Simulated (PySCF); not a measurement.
NICS in rings of unrelated molecules.

Probes without a nucleus sit at each ring's centroid and 1 Å off its mean plane on both sides; NICS is minus the shielding there, NICSzz its component along the normal. Level: GIAO PBE0/pcSseg-1 (PySCF, non-relativistic, gas phase) on the GFN2-xTB geometries, one conformer each. Atom numbers follow the mapped SMILES.

Task: Order these rings by mean NICS(1)zz, lowest (most negative) first (ppm).
A. ring C4–C5–C6–N7–N8–C9 in `[CH3:1][C:2](=[O:3])[c:4]1[cH:5][cH:6][n:7][n:8][cH:9]1`
B. ring Si5–C6–Si7–C8 in `[CH3:1][C:2](=[O:3])[NH:4][SiH:5]1[CH2:6][SiH2:7][CH2:8]1`
C. ring P3–C5–C6–C7–C8 in `[CH3:1][CH2:2][P@@:3]1(=[O:4])[CH:5]=[CH:6][CH:7]=[C:8]1[CH3:9]`
D. ring Si4–C5–C6 in `[CH3:1][C:2](=[O:3])[SiH:4]1[CH2:5][CH2:6]1`
E. ring Si3–S4–C5–C6–S9 in `[CH3:1][CH2:2][Si@@H:3]1[S:4][CH2:5][C@@H:6]([O:7][CH3:8])[S:9]1`
F. ring C4–C5–C6–C7–S11 in `[CH3:1][CH:2]([CH3:3])[c:4]1[cH:5][cH:6][c:7]([C:8](=[O:9])[Cl:10])[s:11]1`
G. ring Si2–C3–C4–C5–O6 in `[NH2:1][Si@H:2]1[CH2:3][CH2:4][CH2:5][O:6]1`

Result: A (-28.3), F (-22.3), D (-18.8), E (-4.9), G (-3.9), C (2.7), B (4.5).

| SMILES | ring | NICS(0) | NICS(1) | NICS(1)zz | HOMA | rms pucker (Å) | ring atoms with four or more neighbours |
| --- | --- | --- | --- | --- | --- | --- | --- |
| CC(=O)c1ccnnc1 | 6-membered ring with 2 N; formal bonds all aromatic | -6.0 | -11.7 | -28.3 | 0.98 | 0.00 | 0 |
| CC(C)c1ccc(C(=O)Cl)s1 | 5-membered ring with S; formal bonds all aromatic | -11.1 | -10.5 | -22.3 | 0.89 | 0.00 | 0 |
| CC(=O)[SiH]1CC1 | 3-membered ring with Si; formal bonds all single | -26.5 | -7.8 | -18.8 | – | 0.00 | 3 |
| CC[Si@@H]1SC[C@@H](OC)S1 | 5-membered ring with 2 S and Si; formal bonds all single | -8.0 | -4.9 | -4.9 | – | 0.27 | 3 |
| N[Si@H]1CCCO1 | 5-membered ring with O and Si; formal bonds all single | -5.9 | -3.3 | -3.9 | – | 0.16 | 4 |
| CC[P@@]1(=O)C=CC=C1C | 5-membered ring with P; formal bonds 2 double, 3 single | 1.2 | -1.7 | 2.7 | – | 0.00 | 1 |
| CC(=O)N[SiH]1C[SiH2]C1 | 4-membered ring with 2 Si; formal bonds all single | 0.7 | -1.0 | 4.5 | – | 0.04 | 4 |

NICS(0) gives another order. The isotropic NICS(1) gives the same order. HOMA uses Krygowski's 1993 parameters; it is left out where a ring has a four-coordinate atom, a triple bond, no multiple bond or a kind of bond without parameters. NICS(1) and NICS(1)zz are means over the two faces.
